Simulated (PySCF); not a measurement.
A PySCF script (with the pyscf-properties extension) for the NMR shieldings of SMILES [SiH3]OB1C=CC=CC=C1, C₆H₉BOSi, on a PBE0-D3(BJ)/def2-SVP geometry:

```python
import basis_set_exchange as bse
import numpy as np
from pyscf import gto, dft
from pyscf.prop import nmr

atoms = """
Si    3.127433   -0.321297   -0.452583
O     1.590325   -0.727971    0.016424
B     0.282520   -0.298744   -0.070560
C    -0.075035    0.956325   -0.889697
C    -1.303966    1.518752   -1.091727
C    -2.583784    1.110284   -0.602073
C    -2.926442    0.053029    0.196540
C    -2.109200   -0.964813    0.780532
C    -0.758429   -1.143461    0.687596
H     4.005882   -0.326949    0.751965
H     3.180494    1.033912   -1.084156
H     3.619780   -1.332214   -1.432436
H     0.747657    1.484283   -1.390586
H    -1.343919    2.418363   -1.718573
H    -3.416023    1.747587   -0.918287
H    -3.993504   -0.032068    0.426991
H    -2.672566   -1.690052    1.380853
H    -0.365842   -2.011376    1.233201
"""
names = dict.fromkeys(["Si", "O", "B", "C", "H"], "pcSseg-1")
basis = {el: gto.basis.parse(bse.get_basis(n, elements=[el], fmt="nwchem")) for el, n in names.items()}
mol = gto.M(atom=atoms, basis=basis, charge=0, verbose=0)
mf = dft.RKS(mol, xc="PBE0")
mf.grids.level = 2
mf.grids.alignment = dft.numint.BLKSIZE   # the property module wants whole blocks of grid points
mf.conv_tol = 1e-9
mf.kernel()

calc = nmr.RKS(mf)   # GIAO
C = mf.mo_coeff
Co = C[:, mf.mo_occ > 0]
resp = mf.gen_response(singlet=True, hermi=2)
def vind(x):   # induced exchange potential for any number of trial vectors
    d = np.einsum("pi,xij,qj->xpq", C, 2 * x.reshape(-1, C.shape[1], Co.shape[1]), Co, optimize=True)
    return np.einsum("xpq,pi,qj->xij", resp(d - d.transpose(0, 2, 1)), C, Co, optimize=True).ravel()
mo1, _ = nmr.rhf.solve_mo1(calc, with_cphf=vind)
sigma = calc.kernel(mo1)
for i, s in enumerate(sigma):   # ppm
    w = np.linalg.eigvalsh((s + s.T) / 2)
    print("%2d %-2s iso %8.1f  s11 %8.1f  s22 %8.1f  s33 %8.1f" % (i, mol.atom_pure_symbol(i), w.mean(), *w))
```

Question: Give the expected output.

Answer: 
```
 0 Si iso    395.0  s11    350.0  s22    365.9  s33    469.0
 1 O  iso    221.3  s11     99.8  s22    206.5  s33    357.5
 2 B  iso     64.1  s11     32.1  s22     62.3  s33     98.0
 3 C  iso     35.1  s11    -91.6  s22     26.1  s33    170.8
 4 C  iso     30.6  s11    -96.7  s22     27.5  s33    161.0
 5 C  iso     44.4  s11    -67.0  s22     44.7  s33    155.5
 6 C  iso     42.8  s11    -69.0  s22     41.6  s33    155.6
 7 C  iso     31.2  s11    -95.8  s22     28.9  s33    160.5
 8 C  iso     26.4  s11   -100.4  s22     20.2  s33    159.5
 9 H  iso     26.2  s11     23.0  s22     24.6  s33     31.0
10 H  iso     25.7  s11     21.9  s22     25.5  s33     29.7
11 H  iso     26.2  s11     23.3  s22     24.4  s33     30.9
12 H  iso     23.7  s11     20.2  s22     20.9  s33     30.1
13 H  iso     23.5  s11     19.8  s22     22.5  s33     28.1
14 H  iso     24.2  s11     20.5  s22     24.1  s33     27.9
15 H  iso     24.1  s11     20.5  s22     24.0  s33     27.9
16 H  iso     23.5  s11     19.9  s22     22.6  s33     27.8
17 H  iso     23.7  s11     20.1  s22     21.8  s33     29.4
```

These numbers come from an equivalent density-fitted implementation of the same equations, which agrees with the script to about 0.01 ppm for H and up to a few tenths of a ppm for heavy atoms, so last digits may differ.

Question: Turn these shieldings into chemical shifts. Chemical shifts δ = σref − σ; ²⁹Si (351.99 ppm) and ¹³C (184.41 ppm) and ¹H (31.27 ppm) vs TMS; ¹⁷O (334.56 ppm) against H2O; ¹¹B (100.73 ppm) against BF3·OEt2, all at this level.

Answer: Averaging equivalent atoms: Si 0: -43.0; O 1: 113.3; B 2: 36.6; C 3/8: 153.6; C 4/7: 153.5; C 5/6: 140.8; H 13/16: 7.80; H 12/17: 7.53; H 14/15: 7.12; H 9/10/11: 5.23 ppm. Experimental scales use liquid or dissolved standards, which lie at an offset from isolated H2O (liquid H2O: subtract about 36 ppm).

Size and cost of the density-fitted run: 205 basis functions, 75 s wall time on 1 thread of an Arm Neoverse N1, shared host; peak memory 0.92 GiB.
